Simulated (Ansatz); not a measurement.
Reaction (substitution at a C–Si bond): `C[Si]1(Cl)CO1` + `[NH2][Ga]([SH])[Cl]` → `C[NH][Ga]([SH])[Cl]` + `Cl[SiH]1CO1`

Gas-phase electronic energies from Ansatz, PBE0-D4/def2-TZVP geometries. CCSD(T)/CBS is the MP2 limit (def2-TZVPP, def2-QZVPP) plus CCSD(T) − MP2 in def2-TZVPP, frozen cores. DFT in def2-TZVPP. For Ga outer-core shells are correlated without core-valence functions, which leaves a few kJ/mol of doubt a bond. Scalar relativity is left out up to krypton. One conformer a species, not always the lowest.

| species | ωB97X-V energy (Eh) |
| --- | --- |
| `C[Si]1(Cl)CO1` | -904.11978 |
| `[NH2][Ga]([SH])[Cl]` | -2839.65544 |
| `C[NH][Ga]([SH])[Cl]` | -2878.95753 |
| `Cl[SiH]1CO1` | -864.78059 |

Problem. Work out ΔE.

Solution. ΔE = (-2878.95753) + (-864.78059) − (-904.11978) − (-2839.65544) = 0.03710 Eh = +1.01 eV. CCSD(T)/CBS gives +1.02 eV.

Largest T1 diagnostic among the species: 0.013.

From PBE to PBE0 (25 % exact exchange), in def2-TZVPP and without D4, ΔE moves by +0.03 eV.
